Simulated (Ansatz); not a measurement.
H5InO3Se (`[OH][In-]([OH])([OH])[SeH2+]`) at its PBE0-D4/def2-TZVP geometry, where that method's forces vanish. Total charge 0; spin multiplicity 1. In: def2 effective core potential.

| atom | x (Å) | y (Å) | z (Å) |
| --- | --- | --- | --- |
| O1 | 1.2404 | -1.5779 | 0.4194 |
| In2 | 0.5939 | 0.1895 | -0.2424 |
| O3 | -0.5588 | 0.2000 | -1.8765 |
| O4 | 1.5515 | 1.8435 | 0.3029 |
| Se5 | -1.7464 | 0.1610 | 1.4563 |
| H6 | 2.0799 | -1.5068 | 0.8797 |
| H7 | -0.4747 | -0.6161 | -2.3753 |
| H8 | 1.3922 | 2.5633 | -0.3122 |
| H9 | -1.5577 | -1.2943 | 1.5356 |
| H10 | -2.5203 | 0.0378 | 0.2124 |

Question: For each bond, give half the difference of the two atoms' forces along it (eV/Å; positive pushes the atoms apart) under PBE-D4, r2SCAN-D4, B3LYP-D4, ωB97M-V in def2-TZVPP. (An estimate is asked.)

Answer: Computed: 
```json
{"bond": "O1–In2", "length (Å)": "1.995", "PBE-D4": "0.18", "r2SCAN-D4": "0.07", "B3LYP-D4": "0.13", "ωB97M-V": "-0.01"}
{"bond": "O1–H6", "length (Å)": "0.960", "PBE-D4": "0.40", "r2SCAN-D4": "0.04", "B3LYP-D4": "-0.02", "ωB97M-V": "-0.05"}
{"bond": "In2–O3", "length (Å)": "2.000", "PBE-D4": "0.18", "r2SCAN-D4": "0.07", "B3LYP-D4": "0.13", "ωB97M-V": "-0.01"}
{"bond": "In2–O4", "length (Å)": "1.987", "PBE-D4": "0.17", "r2SCAN-D4": "0.07", "B3LYP-D4": "0.12", "ωB97M-V": "0.00"}
{"bond": "In2–Se5", "length (Å)": "2.892", "PBE-D4": "0.09", "r2SCAN-D4": "0.02", "B3LYP-D4": "0.07", "ωB97M-V": "-0.01"}
{"bond": "O3–H7", "length (Å)": "0.960", "PBE-D4": "0.40", "r2SCAN-D4": "0.04", "B3LYP-D4": "-0.02", "ωB97M-V": "-0.05"}
{"bond": "O4–H8", "length (Å)": "0.960", "PBE-D4": "0.41", "r2SCAN-D4": "0.04", "B3LYP-D4": "-0.02", "ωB97M-V": "-0.06"}
{"bond": "Se5–H9", "length (Å)": "1.470", "PBE-D4": "0.27", "r2SCAN-D4": "-0.01", "B3LYP-D4": "0.04", "ωB97M-V": "-0.11"}
{"bond": "Se5–H10", "length (Å)": "1.470", "PBE-D4": "0.27", "r2SCAN-D4": "-0.01", "B3LYP-D4": "0.04", "ωB97M-V": "-0.12"}
```

B3LYP here is the variant with VWN-RPA as its local correlation; programs differ in this.
